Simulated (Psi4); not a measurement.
Internal rotation in C6H6O3S, SMILES COc1ccc(C(=O)O)s1. Scanned: dihedral C1–O2–C3–S10; all other coordinates were relaxed at GFN2-xTB. Points at φ and −φ are mirror images.

Geometry of the scan point at 75° (Å):
```
16

C     -2.8320     1.0988     0.5305
O     -2.4619    -0.2048     0.1047
C     -1.1489    -0.3935    -0.1201
C     -0.5438    -0.6031    -1.3283
C      0.8263    -0.8744    -1.2076
C      1.2608    -0.8721     0.0926
C      2.6215    -1.1048     0.5509
O      3.5602    -1.3311    -0.1732
O      2.7358    -1.0415     1.8888
S     -0.0256    -0.5503     1.2060
H     -2.3250     1.3634     1.4634
H     -2.5926     1.8403    -0.2372
H     -3.9070     1.0671     0.6917
H     -1.0778    -0.5638    -2.2599
H      1.4890    -1.0603    -2.0329
H      3.6554    -1.2032     2.1494
```

Calculation: PBE-D3(BJ)/def2-SVP // GFN2-xTB in Psi4.

Scanned values (°): -165, -150, -135, -120, -105, -90, -75, -60, -45, -30, -15, 0, 15, 30, 45, 60, 75, 90, 105, 120, 135, 150, 165, 180.

Problem. Describe the profile: where are the wells and the tops?

Solution. Lower than their neighbours: 0° (0.0 kcal/mol), 180° (0.3 kcal/mol). Higher than their neighbours: -105° (3.6 kcal/mol), 105° (3.6 kcal/mol). The whole profile spans 3.6 kcal/mol.
